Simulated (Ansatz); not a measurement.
Cost and result up the ladder for Sn₄Cl₄ (8 atoms). The state is a singlet with charge 0. Geometry: PBE0-D4/def2-SVP.

| atom | x (Å) | y (Å) | z (Å) |
| --- | --- | --- | --- |
| Sn1 | 1.8739 | -0.4113 | 0.9071 |
| Sn2 | -0.9216 | 0.8858 | 0.4948 |
| Sn3 | -0.2801 | -2.4842 | 0.3271 |
| Sn4 | 1.4954 | 0.6246 | -1.9314 |
| Cl5 | 0.7603 | 1.3612 | 2.4721 |
| Cl6 | -0.5949 | -1.1449 | -2.0435 |
| Cl7 | -0.0072 | 2.6139 | -1.5871 |
| Cl8 | -2.3258 | -1.4451 | 1.3608 |

Ansatz on 4 threads of Intel Xeon on a shared host. Times are rough, and most runs start from the orbitals of an earlier one. PBE0-D4/def2-TZVP serves as the yardstick here, not as an exact answer. Differences are given only for rows in sets of like size (and for xTB, whose basis is part of the method), since another set adds its own error. Binding counts from free atoms at the same level (Sn triplet, Cl doublet; other spins of the atoms weren't run), without zero-point energy or a counterpoise term.

In the def2 sets Sn takes a core potential; there is no spin–orbit coupling. Correlated methods freeze 36 core orbitals; core or outer-core shells of Sn are correlated, in sets that lack core-valence functions. The rows differ in basis, and correlated rows in double-zeta sets carry the largest basis error. Another isomer (singlet) lies 0.31 eV lower at PBE0-D4/def2-TZVP; other spin states weren't run for this one.

Correlated methods converge slowly with the basis, most of all in double-zeta sets.

```csv
level,functions,wall time
PBE-D4/def2-SVP,176,4.9 s
PBE0-D4/def2-SVP,176,12 s
MP2/def2-SVP,176,14 s
BLYP-D4/def2-TZVP,348,14 s
RPA@PBE/def2-SVP,176,16 s
PBE-D4/def2-TZVP (with forces),348,18 s
r2SCAN-D4/def2-TZVP,348,29 s
PBE0-D4/def2-TZVP,348,50 s
B2PLYP/def2-TZVP,348,58 s
```

**Question.** Estimate what each level gives for the binding energy per atom (eV).

**Answer.** 
| level | binding energy per atom (eV) | difference from PBE0-D4/def2-TZVP (eV) |
| --- | --- | --- |
| PBE-D4/def2-SVP | 2.90 | – |
| PBE0-D4/def2-SVP | 2.75 | – |
| MP2/def2-SVP | 2.42 | – |
| BLYP-D4/def2-TZVP | 2.76 | 0.02 |
| RPA@PBE/def2-SVP | 2.07 | – |
| PBE-D4/def2-TZVP (with forces) | 2.87 | 0.13 |
| r2SCAN-D4/def2-TZVP | 2.75 | 0.02 |
| PBE0-D4/def2-TZVP | 2.74 | 0.00 |
| B2PLYP/def2-TZVP | 2.60 | -0.13 |
